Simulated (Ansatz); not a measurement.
Reaction (redistribution): `O[Si](F)(Cl)CS` + `CO[SiH2][SiH3]` → `O[SiH](F)CS` + `CO[SiH2][SiH2]Cl`

Gas-phase electronic energies from Ansatz, PBE0-D4/def2-TZVP geometries. CCSD(T)/CBS adds triple-zeta CCSD(T) − MP2 to the extrapolated MP2 energy (def2 sets, frozen cores). Functionals use def2-TZVPP. Each species was taken in one conformer, which may not be the lowest.

Q: Is it downhill or uphill in electronic energy at CCSD(T)/CBS, and by how much? (Best estimate.)

A: Computed: Uphill: ΔE = +5.0 kcal/mol.

Q: What do these levels give: PBE0-D4, MP2/def2-TZVPP, SCS-MP2/def2-TZVPP, MP2/def2-QZVPP, SCS-MP2/def2-QZVPP, HF/CBS(def2)? (Best estimate.)

A: The calculation gave: PBE0-D4 5.8, MP2/def2-TZVPP 5.5, SCS-MP2/def2-TZVPP 4.9, MP2/def2-QZVPP 5.1, SCS-MP2/def2-QZVPP 4.5, HF/CBS(def2) 4.0 kcal/mol.

Largest T1 diagnostic among the species: 0.012.

In def2-TZVPP, CCSD(T) changes the Hartree–Fock value by +1.4 kcal/mol (the triples alone add +0.2 kcal/mol) and MP2 by +1.3 kcal/mol. The D4 term adds +0.9 kcal/mol with B3LYP and +0.5 kcal/mol with PBE0; it sums over pairs of atoms, weighted by their polarisabilities, and B3LYP, whose exchange is more repulsive, gets the larger term.

B3LYP here is the variant with VWN-RPA as its local correlation; programs differ in this.
